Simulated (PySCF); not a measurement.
F₃Se (SMILES F[Se+](F)F), charge +1, singlet, geometry from GFN2-xTB; CASSCF(6,4)/cc-pVDZ in PySCF.

Here is a job for PySCF.
```python
from pyscf import gto, scf, mcscf
import numpy

mol = gto.Mole()
mol.atom = '''
    Se   -0.060794    0.140841    0.359023
    F    -1.122867   -0.917145   -0.364992
    F     0.059901    1.135983   -0.970133
    F     1.292631   -0.750905   -0.021186
'''
mol.basis = 'cc-pvdz'
mol.charge = 1
mol.spin = 0
mol.verbose = 4
mol.build()

mf = scf.RHF(mol)
mf.kernel()
mc = mcscf.CASSCF(mf, 4, 6)
mc.fix_spin_(ss=0.0)
mc.kernel()
occ = numpy.linalg.eigvalsh(mc.fcisolver.make_rdm1(mc.ci, mc.ncas, mc.nelecas))[::-1]
ss = mc.fcisolver.spin_square(mc.ci, mc.ncas, mc.nelecas)[0]
print('natural occupations', occ.round(4), ' <S^2>', round(ss, 4))
```

Question: Write the output that PySCF gives for this input, abridged.

Answer: 
```
PySCF version 2.14.0

[INPUT] verbose = 4
[INPUT] num. atoms = 4
[INPUT] num. electrons = 60
[INPUT] charge = 1
[INPUT] spin (= nelec alpha-beta = 2S) = 0
[INPUT] symmetry False subgroup None
[INPUT] Mole.unit = angstrom
[INPUT] Symbol           X                Y                Z      unit          X                Y                Z       unit  Magmom
[...]
nuclear repulsion = 344.381458319878
number of shells = 21
number of NR pGTOs = 155
number of NR cGTOs = 69
basis = cc-pvdz
ecp = {}

******** <class 'pyscf.scf.hf.RHF'> ********
method = RHF
initial guess = minao
damping factor = 0
level_shift factor = 0
DIIS = <class 'pyscf.scf.diis.CDIIS'>
diis_start_cycle = 1
diis_space = 8
diis_damp = 0
SCF conv_tol = 1e-09
SCF conv_tol_grad = None
SCF max_cycles = 50
direct_scf = True
direct_scf_tol = 1e-13
Set gradient conv threshold to 3.16228e-05
Initial guess from minao.
init E= -2697.74779787548
[...]
cycle= 1 E= -2697.54127376812  delta_E= 0.207  |g|= 0.876  |ddm|= 2.08
[...]
cycle= 2 E= -2697.66389691191  delta_E= -0.123  |g|= 0.54  |ddm|= 1.08
[...]
cycle= 3 E= -2697.71215781906  delta_E= -0.0483  |g|= 0.0785  |ddm|= 0.326
[...]
cycle= 4 E= -2697.71395506204  delta_E= -0.0018  |g|= 0.0244  |ddm|= 0.0675
[...]
cycle= 5 E= -2697.71440653029  delta_E= -0.000451  |g|= 0.0072  |ddm|= 0.0465
[...]
cycle= 6 E= -2697.7144576365  delta_E= -5.11e-05  |g|= 0.00126  |ddm|= 0.0199
[...]
cycle= 7 E= -2697.71445862808  delta_E= -9.92e-07  |g|= 0.000224  |ddm|= 0.0027
[...]
cycle= 8 E= -2697.71445865058  delta_E= -2.25e-08  |g|= 3.48e-05  |ddm|= 0.000387
[...]
cycle= 9 E= -2697.71445865136  delta_E= -7.79e-10  |g|= 7.55e-06  |ddm|= 7.74e-05
[...]
Extra cycle  E= -2697.7144586514  delta_E= -4.14e-11  |g|= 3.43e-06  |ddm|= 1.11e-05
converged SCF energy = -2697.7144586514

******** <class 'pyscf.mcscf.mc1step.CASSCF'> ********
CAS (3e+3e, 4o), ncore = 27, nvir = 38
max_cycle_macro = 50
max_cycle_micro = 4
conv_tol = 1e-07
conv_tol_grad = None
orbital rotation max_stepsize = 0.02
orbital rotation threshold for CI restart = 0.01
augmented hessian ah_max_cycle = 30
augmented hessian ah_conv_tol = 1e-12
augmented hessian ah_linear dependence = 1e-14
augmented hessian ah_level shift = 1e-08
augmented hessian ah_start_tol = 2.5
augmented hessian ah_start_cycle = 3
augmented hessian ah_grad_trust_region = 3
kf_trust_region = 3
kf_interval = 4
ci_response_space = 4
ci_grad_trust_region = 3
with_dep4 0
natorb = False
canonicalization = True
sorting_mo_energy = False
[...]
CASCI E = -2697.71857248868  S^2 = 0.0000000
[...]
macro iter  40 (  7 JK    2 micro), CASSCF E = -2697.74100682287  dE = -1.58479816e-06  S^2 = 0.0000000
               |grad[o]|=0.0003  |grad[c]|=0.00308  |ddm|=0.00028  |maxRot[o]|=0.0382
macro iter  41 (  4 JK    1 micro), CASSCF E = -2697.74100727309  dE = -4.50214884e-07  S^2 = 0.0000000
               |grad[o]|=0.000214  |grad[c]|=0.000409  |ddm|=0.000166  |maxRot[o]|=0.0103
macro iter  42 (  7 JK    2 micro), CASSCF E = -2697.74101783728  dE = -1.05641957e-05  S^2 = 0.0000000
               |grad[o]|=0.000482  |grad[c]|=0.0146  |ddm|=0.00156  |maxRot[o]|=0.0691
macro iter  43 (  7 JK    2 micro), CASSCF E = -2697.74103772681  dE = -1.98895264e-05  S^2 = 0.0000000
               |grad[o]|=0.000493  |grad[c]|=0.0147  |ddm|=0.00209  |maxRot[o]|=0.0697
macro iter  44 (  7 JK    2 micro), CASSCF E = -2697.74106556189  dE = -2.78350813e-05  S^2 = 0.0000000
               |grad[o]|=0.000583  |grad[c]|=0.0137  |ddm|=0.00149  |maxRot[o]|=0.0698
macro iter  45 (  7 JK    2 micro), CASSCF E = -2697.74109930064  dE = -3.37387451e-05  S^2 = 0.0000000
               |grad[o]|=0.000566  |grad[c]|=0.0149  |ddm|=0.00107  |maxRot[o]|=0.0698
macro iter  46 (  7 JK    2 micro), CASSCF E = -2697.74113714481  dE = -3.78441741e-05  S^2 = 0.0000000
               |grad[o]|=0.000639  |grad[c]|=0.0155  |ddm|=0.000563  |maxRot[o]|=0.0698
macro iter  47 (  7 JK    2 micro), CASSCF E = -2697.74117651001  dE = -3.93652031e-05  S^2 = 0.0000000
               |grad[o]|=0.000667  |grad[c]|=0.0158  |ddm|=0.000241  |maxRot[o]|=0.0698
macro iter  48 (  7 JK    2 micro), CASSCF E = -2697.74121488596  dE = -3.83759461e-05  S^2 = 0.0000000
               |grad[o]|=0.000736  |grad[c]|=0.0154  |ddm|=0.000443  |maxRot[o]|=0.0698
macro iter  49 (  7 JK    2 micro), CASSCF E = -2697.74124937587  dE = -3.44899154e-05  S^2 = 0.0000000
               |grad[o]|=0.000768  |grad[c]|=0.0145  |ddm|=0.000783  |maxRot[o]|=0.0698
macro iter  50 (  7 JK    2 micro), CASSCF E = -2697.74127735158  dE = -2.79757064e-05  S^2 = 0.0000000
               |grad[o]|=0.000775  |grad[c]|=0.0134  |ddm|=0.00105  |maxRot[o]|=0.0698
1-step CASSCF not converged,  50 macro (685 JK 151 micro) steps
CASSCF canonicalization
Density matrix diagonal elements [1.99171044 1.99898658 1.97663992 0.03266306]
CASSCF energy = -2697.74127735158
CASCI E = -2697.74127735158  E(CI) = -15.3789131620874  S^2 = 0.0000000
natural occupations [1.9996 1.999  1.9692 0.0322]  <S^2> 0.0
```

Convergence was not reached.
